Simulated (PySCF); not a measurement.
**RuBr₂⁺ + 2 HCl → RuCl₂⁺ + 2 HBr**

Level: PBE0 in the def2-SVP basis family, computed in PySCF with density fitting; scalar-relativistic core potentials for atoms from Rb on, none lighter, no spin–orbit coupling; open shells unrestricted.

| species | state and structure | E (Eh) | ZPE (kJ/mol) | H(298 K) − H(0) (kJ/mol) | S° (J/(mol K)) |
| --- | --- | --- | --- | --- | --- |
| RuBr₂⁺ | sextet, C2v, Ru–Br 2.331 Å (×2); Br–Ru–Br 134.3° | -5241.67725 | 3.9 | 14.3 | 339.8 |
| HCl | singlet, C∞v, H–Cl 1.285 Å | -460.50213 | 18.0 | 8.7 | 186.7 |
| RuCl₂⁺ | sextet, C2v, Ru–Cl 2.205 Å (×2); Cl–Ru–Cl 140.0° | -1014.37115 | 5.5 | 13.5 | 317.6 |
| HBr | singlet, C∞v, H–Br 1.422 Å | -2574.14453 | 16.1 | 8.7 | 198.5 |

**Question.** What is the electronic reaction energy?

**Answer.** At PBE0/def2-SVP, ΔE = 55.9 kJ/mol from the differences of the total energies times 2625.5, uphill. 

**Question.** Add zero-point, thermal and entropy terms for 298.15 K and 1 bar.

**Answer.** ΔZPE = -2.2 and Δ[H(298) − H(0)] = -0.8 kJ/mol give ΔH° = 52.9 kJ/mol. ΔS° = 1.4 J/(mol K), so ΔG° = 52.9 − 298.15 × (0.0014) = 52 kJ/mol and log₁₀K = -9.2.

Open d or f shells are single determinants, so the state found may not be the ground state. The structures come from searches over a few start shapes, so lower isomers are not excluded.
